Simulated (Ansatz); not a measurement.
Job for Ansatz (a first-principles code): R-r2SCAN/def2-TZVPP on BrH3SiSn (SMILES [SiH3][Sn][Br]), a point of a torsion scan. Elements past Kr take the def2 small-core potentials; no spin–orbit coupling.

Ansatz 0.2 input:
```yaml
crystal:
  periodic: [false, false, false]
  atoms:
    - {symbol: Si, position_ang: [-0.75245169, 0.03699542, 0.02186299]}
    - {symbol: Sn, position_ang: [1.53079621, 1.35787138, -0.17450532]}
    - {symbol: Br, position_ang: [2.52555420, 0.49127634, 1.99070568]}
    - {symbol: H, position_ang: [-1.12603166, -0.43445359, 1.36557772]}
    - {symbol: H, position_ang: [-1.92707021, 0.80554590, -0.43981539]}
    - {symbol: H, position_ang: [-0.77216182, -1.17762737, -0.82015401]}
basis:
  gaussian:
    orbitals: def2-TZVPP
hamiltonian:
  xc: {name: r2SCAN}
scf: {lower_state_search: off}
```

It printed:

```
WARN ansatz: RAYON_NUM_THREADS=1 ignored (pool sized by the plan → 1); use --threads N
Functional definition: r2SCAN
these checks for a lower state are left out or cut short: stability, starts, cluster_reference, orbital_swaps, neighbouring_geometries, increment
integrals: 0.12 GiB planned
1229 factors; their error is unknown
mean field: 0.70 GiB planned
mean field evaluation 1: about -83805.1263 eV, gradient 2.0e1 eV
mean field evaluation 2: about -83802.8282 eV, gradient 3.3e1 eV
mean field evaluation 4: about -83806.7925 eV, gradient 3.0e0 eV
mean field evaluation 8: about -83806.8178 eV, gradient 6.7e-2 eV
mean field evaluation 16: about -83806.7755 eV, gradient 7.1e-5 eV
mean field -83806.77554786 eV, -3079.8421951109 hartree, gradient 6.3e-6 eV, S^2 0.000000; 0 other end points of the search recorded, 0 dependent functions left out
reference -83806.77556090 eV, -3079.8421955903 hartree; 37, 37 occupied and 145, 145 virtual orbitals, 1229 factors
Total energy: -83806.77556090 eV, -3079.8421955903 hartree
Checks for a lower state left out: stability, starts, cluster_reference, orbital_swaps, neighbouring_geometries, increment
```

Self-consistency was reached.

Cost: about 4 core-seconds (a rough figure).
